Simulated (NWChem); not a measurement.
Species: ScF3; SMILES [F][Sc]([F])[F]

Results from NWChem. Pople sets run with spherical d functions. All runs use the structure optimised with B3LYP/6-31G* (spherical d). Level B3LYP/6-31G*: single points from the atomic guess with DIIS by default; each run changes one setting, and all converged runs end within 0.3 mHa of each other.

| setting | SCF iterations |
|---|---|
| defaults | 7 |
| 70 % damping for 30 cycles | 33 |
| DIIS on 3 Fock matrices | 9 |
| occupation smearing of 0.005 Ha | 7 |
| DIIS on 20 Fock matrices | 7 |
| core-Hamiltonian guess | 9 |
